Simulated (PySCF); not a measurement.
Molfile (atoms numbered from 1):
```
C6H12Se
     RDKit          3D

 19 19  0  0  0  0  0  0  0  0999 V2000
    2.7253    0.2570   -0.4427 Se  0  0  0  0  0  2  0  0  0  0  0  0
    1.6466   -1.1064    0.4679 C   0  0  0  0  0  0  0  0  0  0  0  0
    0.1367   -0.8942    0.4752 C   0  0  0  0  0  0  0  0  0  0  0  0
   -0.3335    0.4082    1.1716 C   0  0  0  0  0  0  0  0  0  0  0  0
   -0.9805    1.2522    0.0722 C   0  0  0  0  0  0  0  0  0  0  0  0
   -1.5899    0.2069   -0.8577 C   0  0  0  0  0  0  0  0  0  0  0  0
   -0.4994   -0.8601   -0.9303 C   0  0  0  0  0  0  0  0  0  0  0  0
    2.4878    1.3127    0.5532 H   0  0  0  0  0  0  0  0  0  0  0  0
    2.0419   -1.2108    1.4885 H   0  0  0  0  0  0  0  0  0  0  0  0
    1.9014   -2.0319   -0.0719 H   0  0  0  0  0  0  0  0  0  0  0  0
   -0.2693   -1.7566    1.0325 H   0  0  0  0  0  0  0  0  0  0  0  0
   -1.0803    0.1661    1.9444 H   0  0  0  0  0  0  0  0  0  0  0  0
    0.4867    0.9321    1.6880 H   0  0  0  0  0  0  0  0  0  0  0  0
   -1.7094    1.9811    0.4580 H   0  0  0  0  0  0  0  0  0  0  0  0
   -0.2043    1.8149   -0.4730 H   0  0  0  0  0  0  0  0  0  0  0  0
   -2.5074   -0.2092   -0.4056 H   0  0  0  0  0  0  0  0  0  0  0  0
   -1.8676    0.6072   -1.8448 H   0  0  0  0  0  0  0  0  0  0  0  0
    0.2630   -0.5465   -1.6632 H   0  0  0  0  0  0  0  0  0  0  0  0
   -0.8720   -1.8464   -1.2458 H   0  0  0  0  0  0  0  0  0  0  0  0
  1  2  1  0
  2  3  1  0
  3  4  1  0
  4  5  1  0
  5  6  1  0
  6  7  1  0
  7  3  1  0
  1  8  1  0
  2  9  1  0
  2 10  1  0
  3 11  1  0
  4 12  1  0
  4 13  1  0
  5 14  1  0
  5 15  1  0
  6 16  1  0
  6 17  1  0
  7 18  1  0
  7 19  1  0
M  END
```

Geometry: PBE0-D3(BJ)/def2-SVP; GIAO shifts from PySCF 2.14, gas phase, non-relativistic, averaged over equivalent atoms.

At PBE0/pcSseg-1 (203 basis functions, 37 s wall time on 1 thread of an Arm Neoverse V2, shared host):
| atoms | δ (ppm) |
| --- | --- |
| Se1 | -171.7 |
| C3 | 37.9 |
| C2 | 34.9 |
| C4/C7 | 31.7 |
| C5/C6 | 30.7 |
| H9/H10 | 2.42 |
| H11 | 2.28 |
| H15/H17 | 1.63 |
| H12/H19 | 1.55 |
| H8 | 1.53 |
| H13/H18 | 1.52 |
| H14/H16 | 1.39 |

Chemical shifts δ = σref − σ; 77Se (σ = 1769.71 ppm) against Me2Se; TMS for 13C (σ = 184.41 ppm) and 1H (σ = 31.27 ppm), all at this level.

**Question.** What do these become at B3LYP/pcSseg-1?

**Answer.** 
```json
{"atoms": "Se1", "δ at B3LYP/pcSseg-1": "-185.9", "change": "-14.2"}
{"atoms": "C3", "δ at B3LYP/pcSseg-1": "39.7", "change": "+1.8"}
{"atoms": "C2", "δ at B3LYP/pcSseg-1": "36.8", "change": "+1.9"}
{"atoms": "C4/C7", "δ at B3LYP/pcSseg-1": "32.8", "change": "+1.1"}
{"atoms": "C5/C6", "δ at B3LYP/pcSseg-1": "31.9", "change": "+1.2"}
{"atoms": "H9/H10", "δ at B3LYP/pcSseg-1": "2.44", "change": "+0.02"}
{"atoms": "H11", "δ at B3LYP/pcSseg-1": "2.29", "change": "+0.01"}
{"atoms": "H15/H17", "δ at B3LYP/pcSseg-1": "1.64", "change": "+0.01"}
{"atoms": "H12/H19", "δ at B3LYP/pcSseg-1": "1.54", "change": "-0.01"}
{"atoms": "H8", "δ at B3LYP/pcSseg-1": "1.35", "change": "-0.18"}
{"atoms": "H13/H18", "δ at B3LYP/pcSseg-1": "1.55", "change": "+0.03"}
{"atoms": "H14/H16", "δ at B3LYP/pcSseg-1": "1.40", "change": "+0.01"}
```

Chemical shifts δ = σref − σ; 77Se (1680.17 ppm) vs Me2Se; 13C (179.24 ppm), 1H (31.38 ppm) vs TMS, all at this level.

The largest change is at Se1 (selenium bonded to C, H). Cost: 203 basis functions, 35 s wall time on 1 thread of an Arm Neoverse V2, shared host. The order of the carbon signals is the same at both levels.

Relativistic effects, spin–orbit coupling among them, are left out; they matter for Se and for the light atoms bonded to it.
